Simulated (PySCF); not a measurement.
BaO, SMILES [O]=[Ba].

The structure is a stationary point at r2SCAN-D4/def2-TZVPD. The def2 effective core potentials stand for the cores of Ba; spin–orbit coupling is left out.

Level of theory: IEF-PCM-B3LYP/def2-TZVPD run with PySCF.

The values are the electrostatic part of the solvation free energy, E(continuum) − E(gas) at the gas-phase geometry, in a cavity of scaled van der Waals radii (PySCF's table); cavitation and dispersion terms are not included. A continuum can't describe solvent molecules that bind to the metal. In vacuum the orbital gap is 2.95 eV. The dipole moment in vacuum is 7.98 D.

```
solvent             ε  ΔG(elec) (kcal/mol)  dipole (D)  gap (eV)
--------------  -----  -------------------  ----------  --------
water           78.36                -28.1       11.59      4.47
ethylethanoate   5.99                -20.8       10.71      4.06
diethylether     4.24                -18.1       10.38      3.91
```
